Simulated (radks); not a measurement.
Exchange energies: the exact (Fock) value of the Kohn-Sham orbitals and density-functional approximations, as 100 (|E| - |E exact|)/|E exact|, negative where the magnitude is too small. Species: As3+ [Ar] 3d10 4s2; Zn2+ [Ar] 3d10; Sb4+ [Kr] 4d10 5s1; Ge2+ [Ar] 3d10 4s2; P4+ [Ne] 3s1. Method: non-relativistic Kohn-Sham, PBE, spin-polarised, spherical densities, point nucleus; computed with a radial shooting solver on a logarithmic mesh with Libxc functionals. Every spin shell is full or empty, so the densities are truly spherical. Functionals are evaluated on that one density, not self-consistently.

functional,As3+,Zn2+,Sb4+,Ge2+,P4+
exact (hartree),-80.4798,-69.1549,-162.684,-76.8481,-21.2992
LDA,-5.63,-5.77,-4.86,-5.64,-8.38
RPBE,+0.02,+0.13,-0.26,+0.08,+0.03
PW91,+0.16,+0.25,-0.04,+0.22,-0.20
OPTX,+0.95,+0.97,+1.25,+0.96,0.00
SOGGA,-2.49,-2.48,-2.30,-2.46,-3.72
B86b,+0.23,+0.33,-0.03,+0.28,+0.04
EV93,+0.27,+0.46,-0.31,+0.34,+1.43
TPSS,+0.07,+0.23,-0.31,+0.14,+0.23
SCAN,+0.33,+0.40,+0.15,+0.37,+0.28
Tao-Mo,-0.51,-0.37,-0.83,-0.44,-0.11
